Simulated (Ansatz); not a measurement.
Ansatz results at the PBE0-D4/def2-TZVP geometry: zero-point energy (PBE0-D4/def2-TZVP) 162.6 kJ/mol; LUMO energy (ωB97M-V/def2-TZVPP) 1.65 eV; ideal-gas entropy at 298 K and 1 bar (rigid rotor, harmonic PBE0-D4/def2-TZVP) 277 J/(mol·K).

Each molecule was computed in one conformer, which needn't be the lowest.

(1) Which molecule gave them?
A. `F[CH2][SnH2][Br]`
B. `O[CH]1[AlH][Al]1[OH]`
C. `C=NCF`
D. `N/C=C\F`

## Answers

(1) C. The others give `O[CH]1[AlH][Al]1[OH]`: 128.4, 0.16, 357; `N/C=C\F`: 163.3, 2.46, 282; `F[CH2][SnH2][Br]`: 115.0, 0.75, 369.
